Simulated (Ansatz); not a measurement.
## Cost against result

Saddle point of SiH$_{4}$Cl$_{2}$F$_{2}$, closed shell (SiH₂Cl₂ ([Cl][SiH2][Cl]) + HF + HF → SiHCl₂F ([F][SiH]([Cl])[Cl]) + HF + H₂; bonds formed: Si1–F7, H2–H8, H6–F9; bonds broken: Si1–H2, H6–F7, H8–F9), PBE0-D4/def2-TZVP structure:

```json
{"atom": "Si1", "x (Å)": "-0.6249", "y (Å)": "0.3130", "z (Å)": "-0.5832"}
{"atom": "H2", "x (Å)": "-0.5034", "y (Å)": "-0.3600", "z (Å)": "0.9060"}
{"atom": "Cl3", "x (Å)": "-0.1514", "y (Å)": "-1.1283", "z (Å)": "-1.9405"}
{"atom": "Cl4", "x (Å)": "-2.6641", "y (Å)": "-0.0175", "z (Å)": "-0.2213"}
{"atom": "H5", "x (Å)": "-0.7428", "y (Å)": "1.7048", "z (Å)": "-1.0327"}
{"atom": "H6", "x (Å)": "1.6046", "y (Å)": "0.0379", "z (Å)": "0.5646"}
{"atom": "F7", "x (Å)": "1.1444", "y (Å)": "0.7491", "z (Å)": "-0.2758"}
{"atom": "H8", "x (Å)": "0.3798", "y (Å)": "-0.6157", "z (Å)": "1.1984"}
{"atom": "F9", "x (Å)": "1.5576", "y (Å)": "-0.6833", "z (Å)": "1.3845"}
```

Barriers are electronic and count from the start structure reached by relaxing down the imaginary mode.

Computed with Ansatz 0.2.0 (basis: as named in each row); correlated methods freeze the cores. B3LYP uses VWN-RPA correlation. Extrapolation: Hartree–Fock as exp(−7.88 √X), correlation as X^−2.97.

Times are rough, for one single point on 8 threads of a shared host (Arm Neoverse V1).

The estimate by CCSD(T) at an estimated basis limit (MP2 extrapolated from triple and quadruple zeta, plus CCSD(T) − MP2 in triple zeta) is 1.569 eV.

```tsv
method	basis	time (s)	barrier (eV)	method less estimate
HF	STO-3G	under 1	2.448	0.879
PBE-D4	STO-3G	under 1	-0.817	-2.387
SPW92	def2-SVP	under 1	0.334	-1.235
B3LYP-D4	6-31G	under 1	1.460	-0.110
PBE-D4	def2-SVP	under 1	0.845	-0.725
PBE0-D4	def2-SVP	under 1	1.153	-0.416
SPW92	def2-TZVPP	under 1	0.568	-1.002
PBE-D4	def2-TZVPP	1	1.064	-0.505
BLYP-D4	def2-TZVPP	1	1.249	-0.320
BHLYP-D4	def2-TZVPP	2	1.673	0.104
B3LYP-D4	def2-TZVPP	2	1.410	-0.159
PBE0-D4	def2-TZVPP	2	1.303	-0.267
CAM-B3LYP-D4	def2-TZVPP	2	1.396	-0.174
CCSD(T)	def2-SVP	2	1.646	0.077
r2SCAN-D4	def2-TZVPP	3	1.132	-0.438
wB97M-V	def2-SVP	3	1.221	-0.348
B2PLYP	def2-TZVPP	3	1.486	-0.083
r2SCAN0-D4	def2-TZVPP	3	1.329	-0.240
RPA on PBE	def2-TZVPP	3	1.528	-0.041
PBE-QIDH	def2-TZVPP	3	1.461	-0.109
wB97X-V	def2-TZVPP	4	1.445	-0.125
B97M-V	def2-TZVPP	5	1.345	-0.224
wB97M-V	def2-TZVPP	5	1.407	-0.163
MP2	def2-QZVPP	11	1.490	-0.080
CCSD(T)	def2-TZVPP	98	1.562	-0.007
```

All methods are single points on the PBE0-D4 structures; a negative value means that the method puts the saddle structure below the start.

No T1 diagnostic of these runs exceeds 0.011.

Labels in which every atom is bracketed show which atoms are joined, not bond orders.
